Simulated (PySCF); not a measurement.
Vertical excitations of a molecule CH9GeNSi from TDDFT-PBE/def2-SVPD (PySCF), as energy in eV (oscillator strength): 5.24 (0.001), 5.41 (0.017), 6.09 (0.006), 6.32 (0.008), 6.54 (0.014), 6.58 (0.027), 6.94 (0.009), 7.09 (0.004), 7.27 (0.032), 7.29 (0.003). Lowest triplet (TDA): 4.97 eV. Coordinates come from a PBE0-D3(BJ)/def2-SVP optimisation. The values are those of a single conformer.

Q: Which molecule gave these data?
A. C[SiH2][GeH2][NH2]
B. N[CH2][GeH2][SiH3]
C. NC[SiH2][GeH3]
D. C[SiH2][NH][GeH3]

A: D, C[SiH2][NH][GeH3]
